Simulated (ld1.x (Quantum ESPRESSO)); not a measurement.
## Before and after: PAW potential for Pt (Z = 78)

| Property | Result |
| --- | --- |
| Element | Pt |
| Generator | ld1.x (Quantum ESPRESSO) 7.5 |
| Type | PAW |
| Functional | PBE |
| Relativity | scalar-relativistic |
| Frozen core | [Xe] 4f14 |
| Valence charge | 10 |
| Reference configuration | 5d9 6s1 6p0 |
| Partial waves | 6s (bound): rcut 2.55, rcutus 2.70 bohr; 6s channel at 0.3 Ry: rcut 2.55, rcutus 2.70 bohr; 6p (bound, empty): rcut 3.40, rcutus 3.75 bohr; 6p channel at 0.65 Ry: rcut 3.40, rcutus 3.75 bohr; 5d (bound): rcut 2.00, rcutus 2.15 bohr; 5d channel at 0.05 Ry: rcut 2.00, rcutus 2.15 bohr |
| Local potential | all-electron potential smoothed inside 2.05 bohr (lloc = -2) |
| Core correction | Bessel-smoothed model core inside 1.75 bohr |
| Augmentation charge | PSQ, inside the norm-conserving radii |

All-electron outer shells of the reference configuration (PBE, scalar-relativistic, ld1.x):

```
shell  level (eV)  outermost node (bohr)  outermost maximum (bohr)
   4f      -70.08                      –                      0.38
   5p      -56.02                   0.53                      0.98
   5d       -6.14                   0.57                      1.26
   6s       -5.66                   1.14                      2.38
   6p       -0.84                   1.36                      3.69
```

Change: all radii but the core radius scaled by about 1.23 (s 3.34, p 4.62, d 2.66 bohr, rcut 3.14/4.20/2.46); local potential all-electron potential smoothed inside 2.52 bohr (lloc = -2).

Cutoffs: the cutoffs (Ry, on a coarse ladder) from which the occupation-weighted sum of valence levels, in a spherical-Bessel basis at the reference potential, stays within 10 and 1 mRy of its value at 400 Ry; they do not see the model core or the augmentation charge, which bear on the density cutoff. Errors are all-electron minus pseudo energies relative to the spin-unpolarised reference configuration.

**Question.** Predict the effect on cutoff, ghosts and configuration errors.

**Answer.** The potential gets softer (25 Ry and 40 Ry → 15 Ry and 25 Ry); the number of tests that count goes from 7 to 6; of the 6 tests that both files solve, the error grows in 1 and shrinks in 1 by more than 15 % and 0.3 meV (median size 13.3 → 4.8 meV); neither file shows a bound ghost at the reference potential, the only one tested. A larger radius leaves more room for a smooth pseudo-wave, so fewer plane waves are needed.

```csv
quantity,base,changed
"cutoff, loose",25 Ry,15 Ry
"cutoff, tight",40 Ry,25 Ry
loose cutoff by channel (10 mRy a level),"s 6 Ry, d 18 Ry","s 6 Ry, d 12 Ry"
bound ghosts,none,none
"tests counted (converged, no solver errors)",7 of 7,6 of 7
"error for 5d9 6s0 6p0, meV [ΔE 9.19 eV]",-6.1,-6.3
"error for 5d8 6s0 6p0, meV [ΔE 29.16 eV]",-38,-40
"error for 5d7 6s0 6p0, meV [ΔE 61.38 eV]",-216,-226
"error for 5d9 6s0 6p1, meV [ΔE 5.05 eV]",-2.3,-2.8
"error for 5d9 6s0.5 6p0, meV [ΔE 3.69 eV]",-2.2,-2.2
"error for 5d8 6s1 6p0, meV [ΔE 11.17 eV]",-21,+3.3
lowest overlap eigenvalue by channel,"s 0.35, p 0.52, d 0.99","s 0.34, p 0.25, d 0.43"
```

Changed file: Tests not counted: 5d6 6s0 6p0 (solver errors, printed error -306 eV).
